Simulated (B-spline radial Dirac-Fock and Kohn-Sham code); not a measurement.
## Satellites and hypersatellites of the K lines of In¹⁰⁺

System: indium as In¹⁰⁺, [Kr] 4d3.

The run's input, task.json:

```json
{"items": [{
  "Z": 49,
  "q": 10,
  "cfg": [[1, 0, 2], [2, 0, 2], [2, 1, 6], [3, 0, 2], [3, 1, 6], [3, 2, 10], [4, 0, 2], [4, 1, 6], [4, 2, 3]],
  "A": 115,
  "rrms": 4.6156,
  "do": ["binding", "quiet", "double"]
}]}
```

Run with: `python xray_run.py task.json out`

These are calculated numbers from a radial atomic solver; the model is Dirac-Fock ΔSCF + Breit + QED. Each two-hole energy is an average over J within one jj subconfiguration, not an observable level; in light atoms, where LS coupling holds, the j-resolved values are not observed lines, and for a K spectator the Kα1 hypersatellite is nearly forbidden. No correlation.

Lines without a spectator: Kα2 (K-L2) 23998.9 eV, Kα1 (K-L3) 24206.9 eV, Kβ3 (K-M2) 27238.6 eV, Kβ1 (K-M3) 27277.3 eV. Shifts in eV with one spectator hole (a dash: not computed, or left out as unreliable):

```
spectator hole     Kα2     Kα1     Kβ3     Kβ1
        K (1s)  +562.5  +579.7  +718.4  +722.1
    L2 (2p1/2)   +61.9   +78.0       –  +166.4
    L3 (2p3/2)   +60.8   +61.0  +147.8       –
    M2 (3p1/2)       –   +9.10  +21.47  +25.85
    M3 (3p3/2)   +6.78       –  +22.17  +21.66
    M4 (3d3/2)   +1.30   -1.28       –       –
    M5 (3d5/2)   -1.77   +0.16       –       –
```

With n spectator holes in 2p, averaged over the 2p shell (energies in eV):

```
n     KαLⁿ   step  hypersatellite KαʰLⁿ
0  24137.5      –               24711.5
1  24203.1  +65.6               24778.6
2  24269.9  +66.9               24846.9
3  24338.1  +68.2               24916.6
4  24407.6  +69.5               24987.6
5  24478.5  +70.8               25059.9
```
